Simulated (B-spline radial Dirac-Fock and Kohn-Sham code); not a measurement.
## What relativity does to the binding energies of Eu³¹⁺

System: europium as Eu³¹⁺ in the configuration 1s2 2s2 2p6 3s2 3p6 3d10 4s2 4p2.

Both columns are ΔSCF binding energies of the configuration average from a radial atomic solver: non-relativistic Hartree-Fock with a point nucleus, and Dirac-Fock with a finite nucleus and the Coulomb interaction alone, averaged over the two j levels with weights 2j+1.

```
shell  Hartree-Fock (eV)  Dirac-Fock (eV)  shift (eV)  shift (%)
   1s            47126.3          49926.5    +2800.15      +5.94
   2s             8539.0           9264.7     +725.70      +8.50
   2p             8159.8           8394.6     +234.82      +2.88
   3s             2754.1           2932.8     +178.73      +6.49
   3p             2586.0           2652.5      +66.51      +2.57
   3d             2282.6           2274.4       -8.19      -0.36
   4s             1265.8           1323.2      +57.38      +4.53
   4p             1202.1           1225.1      +22.97      +1.91
```

Relativity binds 1s, 2s, 2p, 3s, 3p, 4s, 4p more strongly, among those listed most of all 2s in relative terms, and 3d more weakly, because the contracted s and p shells screen the nucleus better.

Values without a named source are computed, but for edge energies of neutral atoms, which are taken from tables.
